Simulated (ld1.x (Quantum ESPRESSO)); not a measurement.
# Varying the ultrasoft potential for Os (Z = 76)

Base potential:

- Element: Os
- Generator: ld1.x (Quantum ESPRESSO) 7.5
- Type: ultrasoft
- Functional: PBEsol
- Relativity: scalar-relativistic
- Frozen core: [Kr] 4d10
- Valence charge: 30
- Reference configuration: 4f14 5s2 5p6 5d6 6s2 6p0
- Partial waves: 5s (bound): rcut 1.30, rcutus 1.80 bohr; 6s (bound): rcut 1.30, rcutus 1.80 bohr; 5p (bound): rcut 1.55, rcutus 1.65 bohr; 6p (bound, empty): rcut 1.55, rcutus 1.65 bohr; 5d (bound): rcut 2.05, rcutus 2.40 bohr; 5d channel at 0.05 Ry: rcut 2.05, rcutus 2.40 bohr; 4f (bound): rcut 0.65, rcutus 0.70 bohr; 4f channel at -3.25 Ry: rcut 0.65, rcutus 0.70 bohr
- Local potential: all-electron potential smoothed inside 0.55 bohr (lloc = -1)
- Core correction: Bessel-smoothed model core inside 0.65 bohr
- Augmentation charge: PSQ, inside the norm-conserving radii

All-electron outer shells of the reference configuration (PBEsol, scalar-relativistic, ld1.x):

```csv
shell,level (eV),outermost node (bohr),outermost maximum (bohr)
4p,-471.27,0.23,0.42
4d,-272.70,0.21,0.44
5s,-91.60,0.51,0.91
4f,-52.02,–,0.40
5p,-50.86,0.55,1.03
5d,-6.29,0.60,1.36
6s,-6.19,1.20,2.48
6p,-1.23,1.44,3.51
```

Cutoffs, loose and tight: the cutoffs (Ry, on a coarse ladder) from which the occupation-weighted sum of valence levels, in a spherical-Bessel basis at the reference potential, stays within 10 and 1 mRy of its value at 400 Ry. They do not see the model core or the augmentation charge, which bear on the density cutoff. Test errors are all-electron minus pseudo excitation energies from the reference, over the configurations 4f14 5s2 5p6 5d6 6s1 6p0; 4f14 5s2 5p6 5d6 6s0 6p0; 4f14 5s2 5p6 5d5 6s0 6p0; 4f14 5s2 5p6 5d6.5 6s1.5 6p0; 4f13 5s2 5p6 5d7 6s1 6p0; 4f14 5s2 5p6 5d6 6s0 6p2; 4f14 5s2 5p6 5d5 6s2 6p0. A dash means not determined; rows that change the core or the reference have their own tests. The largest error is taken over the tests solved by every variant that gives reliable tests at all: 4f14 5s2 5p6 5d5 6s0 6p0; 4f14 5s2 5p6 5d6 6s0 6p0; 4f14 5s2 5p6 5d6 6s1 6p0; 4f14 5s2 5p6 5d6.5 6s1.5 6p0.

A true bound ghost makes a file unfit for plane-wave use even where its test errors are small: the radial tests pick states by their node count and pass the ghost by. Where a test does run into it, the solver fails or the error is huge.

Cutoffs are not given where the Bessel-basis levels miss the radial ones by over 6 mRy, ghosts where they miss by over 20 mRy; a channel whose overlap is not positive is not tested.

A file whose overlap is not positive is unfit for use, and its test errors describe a broken file.

```tsv
change	outcome	bound ghosts	largest test error (meV)
base	generated, overlap not positive	d (s, p not tested, overlap not positive)	-20
waves 5d (bound): rcut 1.80, rcutus 1.90 bohr; 5d channel at 0.05 Ry: rcut 1.80, rcutus 1.90 bohr	generated, overlap not positive	d (s, p not tested, overlap not positive)	-36
waves 5d (bound): rcut 2.05, rcutus 3.00 bohr; 5d channel at 0.05 Ry: rcut 2.05, rcutus 3.00 bohr	generated, overlap not positive	not determined (overlap not positive)	test run stopped at test 2 of 7 (negative rho), 1 before it not solved
waves 5d (bound): rcut 2.05, rcutus 3.30 bohr; 5d channel at 0.05 Ry: rcut 2.05, rcutus 3.30 bohr	generated, overlap not positive	not determined (overlap not positive)	test run stopped at test 1 of 7 (negative rho)
waves 5d (bound): rcut 2.05, rcutus 3.56 bohr; 5d channel at 0.05 Ry: rcut 2.05, rcutus 3.56 bohr	generated, overlap not positive	not determined (overlap not positive)	test run stopped at test 1 of 7 (negative rho)
```

Task: What comes out with this change to the base: waves 5d (bound): rcut 1.50, rcutus 1.60 bohr; 5d channel at 0.05 Ry: rcut 1.50, rcutus 1.60 bohr?

Result: outcome: generated, overlap not positive; bound ghosts: d (s, p not tested, overlap not positive); largest test error (meV): -30. A file whose overlap is not positive is unfit for use, and its test errors describe a broken file.

Task: What comes out with this change to the base: waves 5d (bound): rcut 2.05, rcutus 2.52 bohr; 5d channel at 0.05 Ry: rcut 2.05, rcutus 2.52 bohr?

Result: outcome: generated, overlap not positive; bound ghosts: d (s, p not tested, overlap not positive); largest test error (meV): -17. A file whose overlap is not positive is unfit for use, and its test errors describe a broken file.

Task: What comes out with this change to the base: waves 5d (bound): rcut 2.05, rcutus 2.28 bohr; 5d channel at 0.05 Ry: rcut 2.05, rcutus 2.28 bohr?

Result: outcome: generated, overlap not positive; bound ghosts: d (s, p not tested, overlap not positive); largest test error (meV): -47. A file whose overlap is not positive is unfit for use, and its test errors describe a broken file.

Reading the sweep of the d radius (base included, trends over the rows without a ghost): Bound ghosts are found at 1.6, 1.9, 2.28, 2.4, 2.52 bohr. Every judged row has one, so this setting neither creates nor removes them.
